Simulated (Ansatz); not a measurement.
Species: ZnF$_{2}$, charge 1, multiplicity 2. The spin state was set by rule; other spins were not relaxed. SMILES of the parent species: [F][Zn][F]
Coordinates optimised at B3LYP-D3(BJ)/def2-TZVP (Ansatz, a program for electronic structure):
```xyz
3

Zn     0.0000     0.0000     0.0000
F      0.0000     0.0000    -1.7790
F      0.0000     0.0000     1.7790
```
Charge +1, spin multiplicity 2.

Parts of the frozen-core correlation energy in def2-SVPD (Ansatz, hartree). Frozen orbitals: 11; correlated occupied orbitals by spin: 13 and 12; virtual: 56 and 57. UHF or UKS for open shells. No spin-orbit coupling. No relativistic terms.

```json
[
 {"term": "reference (HF)", "value": "-1975.90892"},
 {"term": "MP2 opposite-spin", "value": "-0.43515"},
 {"term": "MP2 same-spin", "value": "-0.20388"},
 {"term": "CCSD correlation", "value": "-0.63081"},
 {"term": "(T)", "value": "-0.01624"},
 {"term": "T1 diagnostic", "value": "0.037"},
 {"term": "largest doubles amplitude", "value": "0.031"},
 {"term": "<S^2> of the reference", "value": "0.754"}
]
```
